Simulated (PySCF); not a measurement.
# Working out the electron affinity of As

As- [Ar] 3d10 4s2 4p4 (3P) → As [Ar] 3d10 4s2 4p3 (4S). Computed with PySCF 2.14 in aug-cc-pVDZ-DK (6s5p3d, 36 functions), with the spin-free X2C one-electron Hamiltonian (Gaussian nucleus). Frozen: [Ar] 3d10. Energies in hartree (1 hartree = 27.21139 eV):

| part | As- (lower) | As (upper) |
| --- | --- | --- |
| UHF | -2258.905399 | -2258.917865 |
| CCSD correlation | -0.095222 | -0.071364 |
| (T) | -0.002737 | -0.001110 |

Task: What does Hartree-Fock give?

Result: (-2258.917865) − (-2258.905399) = -0.012466 hartree = -0.339 eV.

Task: What do CCSD and CCSD(T) give?

Result: The CCSD correlation energies differ by 0.023858 hartree = 0.649 eV and the triples by 0.001627 hartree = 0.044 eV, so CCSD gives 0.310 eV and CCSD(T) 0.354 eV.

A first-order spin-orbit estimate adds 0.064 eV to CCSD(T) (valence), giving 0.418 eV against 0.804 eV (measured; photodetachment measurements, as compiled on the Wikipedia data page of electron affinities).

A double-zeta basis recovers only part of the correlation energy.

What remains against the reference includes basis incompleteness, the frozen core and higher excitations.
